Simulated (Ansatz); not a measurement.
Basis sets compared for PAsAsAs tetrahedron (As₃P). Charge 0, multiplicity 1. Geometry r2SCAN-D4/def2-SVP. Ansatz on 4 threads of Arm Neoverse V2 on a shared host; times are rough, and most runs start from earlier orbitals.

Cartesian coordinates in Å:
```
P 1.314 0.075 0.482
As -0.179 1.045 -1.033
As -0.927 0.226 1.133
As -0.209 -1.346 -0.581
```

Binding counts from free atoms (P quartet, As quartet) in the same basis, without a counterpoise term.

```
           level  functions  energy (Eh)  HOMO (eV)  LUMO (eV)  binding per atom (eV)  wall time
 PBE-D4/def2-SVP        114   -7047.0056      -6.16      -1.75                   2.95      1.1 s
PBE0-D4/def2-SVP        114   -7047.2129      -7.16      -1.07                   2.71      1.9 s
```

Estimate the rows for PBE-D4/def2-TZVP, PBE0-D4/def2-TZVP.


| level | functions | energy (Eh) | HOMO (eV) | LUMO (eV) | binding per atom (eV) | wall time |
| --- | --- | --- | --- | --- | --- | --- |
| PBE-D4/def2-TZVP | 181 | -7047.9576 | -6.14 | -1.79 | 3.02 | 1.9 s |
| PBE0-D4/def2-TZVP | 181 | -7048.1643 | -7.10 | -1.09 | 2.80 | 3.9 s |
